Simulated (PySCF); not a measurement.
Vertical excitations of a molecule C3H5ClOSi from TDA-ωB97X/def2-SVPD run with PySCF, as energy in eV (oscillator strength): 6.50 (0.000), 6.77 (0.011), 6.83 (0.001), 7.73 (0.016), 7.88 (0.015), 8.03 (0.037), 8.15 (0.019), 8.71 (0.023), 8.80 (0.002), 8.90 (0.099). Lowest triplet (TDA): 5.41 eV. Coordinates come from a PBE0-D3(BJ)/def2-SVP optimisation. The values are those of a single conformer.

**Question.** Which structure fits?
(A) C#CC[Si@@H](O)Cl
(B) CC1=CO[Si@@H]1Cl
(C) Cl[SiH2][C@@H]1C=CO1
(D) C=CC(=O)[SiH2]Cl

**Answer.** A, C#CC[Si@@H](O)Cl
